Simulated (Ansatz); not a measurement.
Consider the formal loss of a carbene: `C[SiH](Cl)CCl` → `C[SiH](Cl)Cl` + `[CH2]` (triplet).

Isolated molecules relaxed with PBE0-D4/def2-TZVP in Ansatz; ΔE leaves out vibrations. CBS: MP2 limit from def2 TZ/QZ plus the TZ coupled-cluster correction, frozen cores. This one scheme is used for every species. DFT in def2-TZVPP. Triplets are unrestricted, without spin–orbit coupling. One conformer a species, not always the lowest.

`C[SiH](Cl)CCl`:

Cartesian coordinates in Å:
```
C 1.475 0.545 -0.200
Si -0.251 0.490 0.471
Cl -1.263 2.205 -0.082
C -1.232 -0.949 -0.231
Cl -0.424 -2.463 0.273
H 2.023 1.389 0.223
H 1.464 0.653 -1.287
H 2.005 -0.377 0.053
H -0.280 0.414 1.950
H -2.253 -0.973 0.149
H -1.265 -0.934 -1.321
```

`C[SiH](Cl)Cl`:

Cartesian coordinates in Å:
```
C -0.445 -0.839 -0.404
Si 0.263 0.734 0.255
Cl 2.221 0.911 -0.324
Cl 0.179 0.731 2.302
H -1.488 -0.940 -0.094
H -0.400 -0.843 -1.495
H 0.116 -1.697 -0.027
H -0.446 1.943 -0.213
```

`[CH2]` (triplet):

```xyz
3

C     0.065   -0.216   -0.159
H     0.854    0.042    0.531
H    -0.918    0.174   -0.372
```

| level | ΔE (kcal/mol) |
| --- | --- |
| PBE0-D4 | 73.1 |
| PBE | 74.4 |
| MP2/def2-TZVPP | 72.9 |
| SCS-MP2/def2-QZVPP | 75.3 |

Problem. What does CCSD(T)/CBS give? (An estimate is asked.)

Solution. The calculation gave: +73.5 kcal/mol. The listed levels differ from it by -0.4, 0.9, -0.6, 1.8 kcal/mol.

Largest T1 diagnostic among the species: 0.011.

From PBE to PBE0 (25 % exact exchange), in def2-TZVPP and without D4, ΔE moves by −2.8 kcal/mol. The D4 term adds +2.7 kcal/mol with B3LYP and +1.5 kcal/mol with PBE0; it sums over pairs of atoms, weighted by their polarisabilities, and B3LYP, whose exchange is more repulsive, gets the larger term. In def2-TZVPP, CCSD(T) changes the Hartree–Fock value by +34.4 kcal/mol (the triples alone add +3.0 kcal/mol) and MP2 by +36.3 kcal/mol.

B3LYP here is the variant with VWN-RPA as its local correlation; programs differ in this.
